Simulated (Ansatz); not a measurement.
C4H7B can be A, `CC1=C(C)B1`, or B, `C=C1CB1C`.

Calculated with Ansatz (gas phase, PBE0-D4/def2-TZVP geometries, no zero-point term in ΔE). CCSD(T)/CBS adds triple-zeta CCSD(T) − MP2 to the extrapolated MP2 energy (def2 sets, frozen cores). DFT in def2-TZVPP.

A:

Z-matrix (Å, degrees):
```
C
C 1 1.476
H 1 1.093 2 110.0
H 1 1.093 2 110.0 3 -116.8
H 1 1.093 2 113.0 3 121.6
C 2 1.352 1 140.3 3 -121.6
B 2 1.468 1 157.1 3 58.4
C 6 1.476 2 140.3 1 -0.0
H 7 1.185 2 152.6 1 -0.0
H 8 1.093 6 110.1 2 123.0
H 8 1.093 6 113.0 2 1.2
H 8 1.093 6 109.9 2 -120.3
```

B:

```xyz
12

C    -1.226   -1.612   -0.917
C    -0.662   -0.638   -0.221
C    -0.929    0.255    0.960
B     0.399    0.345    0.161
C     1.754    1.052   -0.041
H    -2.213   -2.003   -0.678
H    -0.716   -2.064   -1.764
H    -0.947   -0.199    1.952
H    -1.689    1.031    0.854
H     1.539    2.009   -0.539
H     2.233    1.314    0.906
H     2.457    0.509   -0.674
```

Problem. Which isomer does CCSD(T)/CBS put lower? Give the gap. (An estimate is asked.)

Solution. Computed: A, by 17.7 kcal/mol.

Problem. Give E(B) − E(A) in kcal/mol with HF/def2-TZVPP, ωB97M-V, PBE0-D4, B2PLYP, r2SCAN-D4, MP2/def2-TZVPP, CCSD/def2-TZVPP. (Estimate.)

Solution. Computed: HF/def2-TZVPP 22.6, ωB97M-V 18.5, PBE0-D4 17.9, B2PLYP 17.8, r2SCAN-D4 16.6, MP2/def2-TZVPP 19.6, CCSD/def2-TZVPP 18.2. None reverses the order clearly.

Largest T1 diagnostic: 0.011.

In def2-TZVPP, CCSD(T) changes the Hartree–Fock value by −5.1 kcal/mol (the triples alone add −0.7 kcal/mol) and MP2 by −3.1 kcal/mol. From PBE to PBE0 (25 % exact exchange), in def2-TZVPP and without D4, E(B) − E(A) moves by +2.4 kcal/mol.
